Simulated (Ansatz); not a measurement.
Geometry optimisation, RKS PBE/def2-SVP in Ansatz.

Input:

```yaml
crystal:
  periodic: [false, false, false]
  atoms:
    - { symbol: Mo, position_ang: [0.0, 0.0, 0.0] }
    - { symbol: Cl, position_ang: [0.0, 0.0, 2.66] }
    - { symbol: F, position_ang: [1.77, 0.0, 0.0] }
    - { symbol: F, position_ang: [0.0, 1.77, 0.0] }
    - { symbol: F, position_ang: [-1.77, 0.0, 0.0] }
    - { symbol: F, position_ang: [0.0, -1.77, 0.0] }
    - { symbol: F, position_ang: [0.0, 0.0, -1.77] }
    - { symbol: F, position_ang: [1.3604, 1.4171, 0.6527] }
    - { symbol: H, position_ang: [1.0093, 1.0514, 1.8096] }
basis:
  gaussian: { orbitals: def2-SVP }
hamiltonian:
  xc: pbe
relax:
  f_tol: 0.15
  max_steps: 25
  restrain:
    - { distance: [0, 7], at: 1.77, k: 30.0 }
    - { distance: [8, 1], at: 1.37, k: 30.0 }
    - { distance: [0, 1], at: 3.51, k: 30.0 }
    - { distance: [8, 7], at: 2.12, k: 30.0 }
```

Launched with:

```bash
$ ansatz run input.yaml --threads 4 --pin off --max-ram 5120MiB --backend cpu --events-out ev --progress --plain --runs-dir out
```

Task: Where does it end, and by what steps?

Result: The run converged. The restraints hold the end off the free minimum. After 11 steps the energy has fallen by 9.813 eV (the restraints' own energy left out); H9 moved furthest, 1.31 Å. The start is strongly strained (largest force component 15 eV/Å), so its close contacts needn't be bonds. Parted: Mo1–Cl2 (2.66 → 3.53 Å).

```json
{"step": "0", "energy less start (eV)": "0.0000", "largest force component (eV/Å)": "15.312", "accepted": "yes"}
{"step": "1", "energy less start (eV)": "-3.2913", "largest force component (eV/Å)": "9.208", "accepted": "yes"}
{"step": "2", "energy less start (eV)": "-5.0093", "largest force component (eV/Å)": "7.167", "accepted": "yes"}
{"step": "3", "energy less start (eV)": "-7.0591", "largest force component (eV/Å)": "3.450", "accepted": "yes"}
{"step": "4", "energy less start (eV)": "-8.0636", "largest force component (eV/Å)": "1.952", "accepted": "yes"}
{"step": "5", "energy less start (eV)": "-8.5905", "largest force component (eV/Å)": "1.660", "accepted": "yes"}
{"step": "6", "energy less start (eV)": "-8.9939", "largest force component (eV/Å)": "1.132", "accepted": "yes"}
{"step": "7", "energy less start (eV)": "-9.2741", "largest force component (eV/Å)": "1.229", "accepted": "yes"}
{"step": "8", "energy less start (eV)": "-9.5166", "largest force component (eV/Å)": "1.370", "accepted": "yes"}
{"step": "9", "energy less start (eV)": "-9.6664", "largest force component (eV/Å)": "1.576", "accepted": "yes"}
{"step": "10", "energy less start (eV)": "-9.7805", "largest force component (eV/Å)": "1.694", "accepted": "yes"}
{"step": "11", "energy less start (eV)": "-9.8130", "largest force component (eV/Å)": "1.528", "accepted": "yes"}
```

```xyz
9
Properties=species:S:1:pos:R:3
Mo 0.278 0.277 -0.361
Cl -0.242 -0.272 3.088
F 1.915 0.066 -1.190
F 0.082 1.916 -1.191
F -1.376 0.495 0.410
F 0.474 -1.379 0.411
F -0.511 -0.502 -1.837
F 1.124 1.125 0.997
H 0.625 0.742 3.026
```

The run took 42 s on 4 threads of AMD EPYC 7R43 64-Core Processor (Zen 3), on a shared host, peak memory 0.22 GiB.
